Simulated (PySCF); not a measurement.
C₃H₇ (SMILES C[CH-]C), charge -1, singlet, geometry from GFN2-xTB (in this run its highest filled SCF level lies above zero, so its values depend strongly on the basis, on diffuse functions most of all); CAMB3LYP/6-31G** (PySCF).

The PySCF input:
```python
from pyscf import gto, scf, dft

mol = gto.Mole()
mol.atom = '''
    C    -0.10780469    0.00054251    0.68004084
    C    -0.02190610    1.23344102   -0.21846953
    C    -0.00646224   -1.23439269   -0.21405251
    H     0.84309050    0.00760359    1.30038358
    H     0.01296381    2.15358899    0.38110298
    H     0.03990771   -2.15188010    0.38880905
    H     0.85762803    1.28590022   -0.92185351
    H    -0.91331302    1.30302432   -0.86049058
    H    -0.89691409   -1.31742471   -0.85580041
    H     0.87367531   -1.27835733   -0.91726391
'''
mol.basis = '6-31g**'
mol.charge = -1
mol.verbose = 4
mol.build()

mf = dft.RKS(mol)
mf.xc = 'camb3lyp'
mf.grids.atom_grid = (99, 590)
mf.grids.prune = None
mf.kernel()
```

What the program printed (banner, timings and long lists left out):

```
PySCF version 2.14.0

[INPUT] verbose = 4
[INPUT] num. atoms = 10
[INPUT] num. electrons = 26
[INPUT] charge = -1
[INPUT] spin (= nelec alpha-beta = 2S) = 0
[INPUT] symmetry False subgroup None
[INPUT] Mole.unit = angstrom
[INPUT] Symbol           X                Y                Z      unit          X                Y                Z       unit  Magmom
[INPUT]  1 C     -0.107804690000   0.000542510000   0.680040840000 AA   -0.203721339044   0.001025195320   1.285090941119 Bohr   0.0
[INPUT]  2 C     -0.021906100000   1.233441020000  -0.218469530000 AA   -0.041396529457   2.330865718604  -0.412847578262 Bohr   0.0
[INPUT]  3 C     -0.006462240000  -1.234392690000  -0.214052510000 AA   -0.012211863751  -2.332664114265  -0.404500620176 Bohr   0.0
[INPUT]  4 H      0.843090500000   0.007603590000   1.300383580000 AA    1.593210143223   0.014368702663   2.457368823081 Bohr   0.0
[INPUT]  5 H      0.012963810000   2.153588990000   0.381102980000 AA    0.024498050431   4.069693375979   0.720180257456 Bohr   0.0
[INPUT]  6 H      0.039907710000  -2.151880100000   0.388809050000 AA    0.075414642159  -4.066464041902   0.734742619252 Bohr   0.0
[INPUT]  7 H      0.857628030000   1.285900220000  -0.921853510000 AA    1.620682093450   2.429999239318  -1.742050660869 Bohr   0.0
[INPUT]  8 H     -0.913313020000   1.303024320000  -0.860490580000 AA   -1.725911473799   2.462359098448  -1.626091528968 Bohr   0.0
[INPUT]  9 H     -0.896914090000  -1.317424710000  -0.855800410000 AA   -1.694921987363  -2.489571891635  -1.617228392190 Bohr   0.0
[INPUT] 10 H      0.873675310000  -1.278357330000  -0.917263910000 AA    1.651007057694  -2.415745243030  -1.733377573848 Bohr   0.0

nuclear repulsion = 75.0890104339289
number of shells = 39
number of NR pGTOs = 130
number of NR cGTOs = 77
basis = 6-31g**
ecp = {}

******** <class 'pyscf.dft.rks.RKS'> ********
method = RKS
initial guess = minao
damping factor = 0
level_shift factor = 0
DIIS = <class 'pyscf.scf.diis.CDIIS'>
diis_start_cycle = 1
diis_space = 8
diis_damp = 0
SCF conv_tol = 1e-09
SCF conv_tol_grad = None
SCF max_cycles = 50
direct_scf = True
direct_scf_tol = 1e-13
XC library pyscf.dft.libxc version 7.1.2
    S. Lehtola, C. Steigemann, M. J. T. Oliveira, and M. A. L. Marques,  SoftwareX 7, 1–5 (2018)
XC functionals = camb3lyp
    T. Yanai, D. P. Tew, and N. C. Handy,  Chem. Phys. Lett. 393, 51 (2004)
radial grids:
    Treutler-Ahlrichs [JCP 102, 346 (1995); DOI:10.1063/1.469408] (M4) radial grids

becke partition: Becke, JCP 88, 2547 (1988); DOI:10.1063/1.454033
pruning grids: None
grids dens level: 3
symmetrized grids: False
atomic radii adjust function: <function treutler_atomic_radii_adjust>
User specified grid scheme (99, 590)
small_rho_cutoff = 0
Set gradient conv threshold to 3.16228e-05
Initial guess from minao.
tot grids = 584104
init E= -118.333736054609
  HOMO = -0.192314958881821  LUMO = 0.0869668024002643  gap/eV = 7.59964
cycle= 1 E= -118.251574194937  delta_E= 0.0822  |g|= 0.572  |ddm|= 2.58
  HOMO = 0.206260407138066  LUMO = 0.378905508675485  gap/eV = 4.69791
cycle= 2 E= -118.26006395992  delta_E= -0.00849  |g|= 0.578  |ddm|= 1.85
  HOMO = 0.067319111931698  LUMO = 0.351745027860002  gap/eV = 7.73962
cycle= 3 E= -118.353454033936  delta_E= -0.0934  |g|= 0.021  |ddm|= 0.919
  HOMO = 0.0623882306740993  LUMO = 0.349617271066333  gap/eV = 7.81590
cycle= 4 E= -118.353558391754  delta_E= -0.000104  |g|= 0.0122  |ddm|= 0.0544
  HOMO = 0.0609216467819409  LUMO = 0.350197493030385  gap/eV = 7.87160
cycle= 5 E= -118.353597055536  delta_E= -3.87e-05  |g|= 0.00313  |ddm|= 0.0189
  HOMO = 0.0610796057479859  LUMO = 0.34994627995241  gap/eV = 7.86046
cycle= 6 E= -118.35360017473  delta_E= -3.12e-06  |g|= 0.000504  |ddm|= 0.00916
  HOMO = 0.0610604431406565  LUMO = 0.349957546890214  gap/eV = 7.86129
cycle= 7 E= -118.353600354028  delta_E= -1.79e-07  |g|= 0.000132  |ddm|= 0.00379
  HOMO = 0.0610640931888211  LUMO = 0.34995838682165  gap/eV = 7.86121
cycle= 8 E= -118.353600371977  delta_E= -1.79e-08  |g|= 2.43e-05  |ddm|= 0.00141
  HOMO = 0.0610643887897999  LUMO = 0.349960526747041  gap/eV = 7.86126
cycle= 9 E= -118.353600372574  delta_E= -5.97e-10  |g|= 4.27e-06  |ddm|= 0.000258
  HOMO = 0.0610637903876805  LUMO = 0.349960373993799  gap/eV = 7.86128
Extra cycle  E= -118.35360037259  delta_E= -1.57e-11  |g|= 1.7e-06  |ddm|= 2.15e-05
converged SCF energy = -118.35360037259
```
